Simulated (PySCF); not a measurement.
**Heteronuclear NMR**

Molfile (atoms numbered from 1):
```
C2H6B2F3N
     RDKit          3D

 14 13  0  0  0  0  0  0  0  0999 V2000
   -1.2636    1.3081    0.3412 B   0  0  0  0  0  0  0  0  0  0  0  0
   -0.7347    0.0265   -0.0003 N   0  0  0  0  0  0  0  0  0  0  0  0
   -1.3210   -0.7680   -1.0323 B   0  0  0  0  0  0  0  0  0  0  0  0
    0.4310   -0.4729    0.7048 C   0  0  0  0  0  0  0  0  0  0  0  0
    1.7175   -0.0745    0.0113 C   0  0  0  0  0  0  0  0  0  0  0  0
    1.7634   -0.5323   -1.2415 F   0  0  0  0  0  0  0  0  0  0  0  0
    1.8560    1.2521   -0.0464 F   0  0  0  0  0  0  0  0  0  0  0  0
    2.7662   -0.5697    0.6691 F   0  0  0  0  0  0  0  0  0  0  0  0
   -0.7911    1.9077    1.2769 H   0  0  0  0  0  0  0  0  0  0  0  0
   -2.1873    1.7444   -0.2951 H   0  0  0  0  0  0  0  0  0  0  0  0
   -2.2412   -0.3163   -1.6630 H   0  0  0  0  0  0  0  0  0  0  0  0
   -0.8978   -1.8821   -1.2264 H   0  0  0  0  0  0  0  0  0  0  0  0
    0.4765   -0.0718    1.7268 H   0  0  0  0  0  0  0  0  0  0  0  0
    0.4210   -1.5704    0.7600 H   0  0  0  0  0  0  0  0  0  0  0  0
  1  2  1  0
  2  3  1  0
  2  4  1  0
  4  5  1  0
  5  6  1  0
  5  7  1  0
  5  8  1  0
  1  9  1  0
  1 10  1  0
  3 11  1  0
  3 12  1  0
  4 13  1  0
  4 14  1  0
M  END
```

Theoretical values (PySCF 2.14): PBE0-D3(BJ)/def2-SVP structure, couplings computed with B3LYP/pcJ-1 (spin–dipole term only in couplings to heteroatoms), PBE0/pcSseg-1 with gauge-including orbitals. Relativity neglected, single conformer, rapidly exchanging positions averaged, no solvent.

Question: Where does ¹⁹F resonate?

Answer: 
```csv
atoms,environment,σ (ppm),δ (ppm)
F6/F7/F8,fluorine of a CF3 group,267.5,-76.3
```

Shieldings were converted by a linear fit to measured shifts: ¹⁹F: δ = 160.63 − 0.942σ +14.9 on sp3 carbon (rms 6.9 ppm, 221 shifts, 7.7 ppm with the 5 outliers that the fit left out vs CFCl3, solution or neat liquid). A few per cent of atoms miss by over 2 rms, more outside the fitted compound classes. Couplings are scaled by factors fitted to measured values: ²J(H,H) × 0.91 (rms 0.6 Hz), ¹J(C,F) × 0.77 (rms 7.3 Hz), ²J(C,F) × 1.09 (rms 1.9 Hz, 5.0 with 1 outliers); all others are unscaled and can be 10–30 % off.

Couplings (the largest are listed; each averaged over equivalent pairs): ¹J(C5,F6) = -265.2 Hz, ²J(F6,F7) = 64.1 Hz, ²J(C4,F6) = 36.2 Hz, ³J(F6,H13) = 8.3 Hz.

On a 300 MHz spectrometer ¹⁹F resonates near 282.3 MHz, so 1 ppm is 282.3 Hz.

Question: Predict the ¹⁵N NMR data.

Answer: 
```
atoms                environment  σ (ppm)  δ (ppm)
   N2  nitrogen bonded to C, 2 B     67.3   -212.1
```

Shieldings were converted by a linear fit to measured shifts: ¹⁵N (scatter 7.2 ppm rms vs CH3NO2, solution or neat liquid). Occasional misses reach two or three times the rms, and more in compound classes unlike the fitted ones. Couplings are scaled by factors fitted to measured values: ²J(H,H) × 0.91 (rms 0.6 Hz), ¹J(C,F) × 0.77 (rms 7.3 Hz), ²J(C,F) × 1.09 (rms 1.9 Hz, 5.0 with 1 outliers); all others are unscaled and can be 10–30 % off.

Couplings (the largest are listed; each averaged over equivalent pairs): ¹J(B1,N2) = -21.8 Hz, ¹J(N2,C4) = -8.8 Hz, ²J(N2,H9) = -3.3 Hz. Signs are for ¹⁵N, whose magnetogyric ratio is negative.

On a 400 MHz spectrometer ¹⁵N resonates near 40.5 MHz, so 1 ppm is 40.5 Hz.
